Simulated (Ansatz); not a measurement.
Ansatz (a program for electronic structure) input (CCSD(T)/def2-SVPD):

Ansatz 0.2 input:
```yaml
crystal:
  periodic: [false, false, false]
  atoms:
    - {symbol: La, position_ang: [0.06882502, 0.04039515, -0.00560318]}
    - {symbol: F, position_ang: [-1.76353394, -1.03506275, 0.14357276]}
    - {symbol: F, position_ang: [-0.32941070, 1.96226026, -0.91639130]}
    - {symbol: F, position_ang: [1.65705281, -1.18303346, 0.80830535]}
basis:
  gaussian:
    orbitals: def2-SVPD
total_charge: 1
magnetization: {spin_polarized: true, initial_magnetization: 1}
correlation: {method: ccsd_t, electrons: outside_noble_gas}
output: {forces: true}
```

End of the output:

```
cycle  19  -17.56911879 eV  change    5.9e-6 eV  update   4.5e-6
cycle  20  -17.56912190 eV  change   -3.1e-6 eV  update   2.3e-6
cycle  21  -17.56912395 eV  change   -2.1e-6 eV  update   9.5e-7
cycle  22  -17.56912394 eV  change    8.3e-9 eV  update   4.1e-7
perturbative correction -0.48891604 eV, -0.0179673331 hartree
WARN: these amplitudes may be one of several solutions (largest doubles amplitude 0.06, level shift 13.15 eV)
the calculation of the forces begins
densities: 1.98 GiB planned
mean field evaluation 1344: about -8953.6029 eV, gradient 6.4e-6 eV
Total energy: -8971.66097604 eV, -329.7024596592 hartree
Atom 0 at     0.068825     0.040395    -0.005603 Å, force    -0.640464    -0.375905     0.052141 eV/Å
Atom 1 at    -1.763534    -1.035063     0.143573 Å, force     0.269847     0.158380    -0.021969 eV/Å
Atom 2 at    -0.329411     1.962260    -0.916391 Å, force    -0.223678     0.756337    -0.370179 eV/Å
Atom 3 at     1.657053    -1.183033     0.808305 Å, force     0.594295    -0.538812     0.340006 eV/Å
Dipole moment:     0.664050     0.389748    -0.054062 e Å
```

The spin state was set by rule; other spins were not relaxed.

The program attaches cautions to this result: other roots.
